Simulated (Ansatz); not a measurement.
Computed with Ansatz on PBE0-D4/def2-TZVP structures; ΔE is electronic, products minus reactants. CCSD(T)/CBS adds triple-zeta CCSD(T) − MP2 to the extrapolated MP2 energy (def2 sets, frozen cores). This one scheme is used for every species. Functionals use def2-TZVPP. Elements past krypton have def2 core potentials. For Sn outer-core shells are correlated without core-valence functions, which leaves a few kJ/mol of doubt a bond.

Consider the formal exchange of groups at the Sn–Cl bond: `C#[C][SnH]([CH3])[Cl]` + CH₄ → `C#[C][SnH]([CH3])[CH3]` + HCl.

```json
{"level": "ωB97X-V", "ΔE (kJ/mol)": "119.9"}
{"level": "SCS-MP2/def2-TZVPP", "ΔE (kJ/mol)": "114.6"}
```

Question: What does CCSD(T)/CBS give? (Estimate.)

Answer: Computed: +114.8 kJ/mol. The listed levels differ from it by 5.1, -0.2 kJ/mol.

Largest T1 diagnostic among the species: 0.012.

In def2-TZVPP, CCSD(T) changes the Hartree–Fock value by −26.6 kJ/mol (the triples alone add −1.6 kJ/mol) and MP2 by −24.3 kJ/mol.
